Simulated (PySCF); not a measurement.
Static response to an electric field

Compound: C5H9FO.
Geometry (PBE0-D3(BJ)/def2-SVP, Å), atoms numbered from 1 in this order:
```
atom  x, y, z in Å
C1    -2.654    1.595   -0.560
C2    -1.807    0.968    0.255
C3    -0.937   -0.174   -0.144
O4     0.390    0.090    0.267
C5     1.251   -0.966    0.129
C6     2.649   -0.507    0.428
F7     0.904   -1.972    1.012
H8    -3.298    2.403   -0.202
H9    -2.739    1.323   -1.617
H10   -1.731    1.264    1.308
H11   -0.978   -0.337   -1.239
H12   -1.293   -1.100    0.344
H13    1.164   -1.417   -0.882
H14    2.676   -0.079    1.440
H15    3.347   -1.353    0.374
H16    2.957    0.264   -0.291
```

Level: PBE0/def2-SVPD (PySCF), static field, nuclei fixed, core orbitals frozen in the response. The polarisability tensor in these axes (au):

```
x    79.56 -12.94   7.20
y   -12.94  66.19  -3.15
z     7.20  -3.15  62.84
```

Q: What are the eigenvalues, a third of the trace, and Δα (Δα² = ½Σ(αi − αj)² over the three pairs)?

A: Principal values 57.93, 60.97 and 89.70 au; mean 69.53 au = 10.30 Å³ = 11.46 × 10⁻⁴⁰ C²·m²/J; Δα = 30.37 au (44 % of the mean).

Q: What is the dipole moment, and where does it point?

A: (0.02, 0.36, -1.40) D, 1.45 D in size, pointing from the negative to the positive side. Measured along this direction, the outermost atoms are F7 and H14 at the negative end and H9 at the positive end.

Q: How large is μ²/3kT at 298 K beside α?

A: In Gaussian units μ²/3kT = 17.00 Å³ against 10.30 Å³, a ratio of 1.65; the Debye molar polarisation (4π/3)N_A(α + μ²/3kT) is 68.9 cm³/mol, leaving out the vibrational part.

Q: Estimate the molar refractivity from the static electronic polarisability.

A: Lorentz–Lorenz: R = (4π/3)N_A α = 2.5225 cm³/(mol·Å³) × 10.30 Å³ = 26.0 cm³/mol, in the limit of long wavelengths.

Q: Find the Langevin capture rate constant for H3+ (3.023 u) meeting this molecule (104.064 u), k = 2.342 × 10⁻⁹ cm³/s × √(α in Å³ / reduced mass in u).

A: The reduced mass is 2.94 u, so k = 4.39 × 10⁻⁹ cm³/s. The formula leaves out the permanent dipole, which adds to the capture rate.

Q: Sum over states: ᾱ = Σ f/ω², ω in Eh. What share falls to these 6 lowest TDDFT singlets (eV, f)? 6.98, 0.1126; 7.47, 0.0261; 7.65, 0.2806; 7.82, 0.0186; 7.94, 0.0467; 8.04, 0.0016.

A: They add up to 6.40 au, 9.2 % of the 69.53 au; the largest single term is 3.55 au, from the state at 7.65 eV. Terms in order: 1.71, 0.35, 3.55, 0.22, 0.55, 0.02 au. Higher excitations give the rest. The strengths listed sum to 0.486.

The structure is a single PBE0-D3(BJ)/def2-SVP conformer in the gas phase; no vibrational or solvent corrections.
